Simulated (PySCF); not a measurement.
Be(H)(NH2) (BeH3N), SMILES [BeH][NH2]. The structure is a stationary point at TPSSh-D3(BJ)/def2-TZVPD.

Q: Give the equilibrium geometry at TPSSh-D3(BJ)/def2-TZVPD (PySCF confirms it by a frequency run) as bond lengths and angles, and its point group. (Estimate from the structure and the level; the computed values follow.)

A: point group C2v.
Atoms: Be1 H2 N3 H4 H5. Bonded distances (Å): Be1–H2 1.333, Be1–N3 1.503, N3–H4 1.010, N3–H5 1.010. Angles (°): H2–Be1–N3 180.0, Be1–N3–H4 125.6, Be1–N3–H5 125.6, H4–N3–H5 108.9.
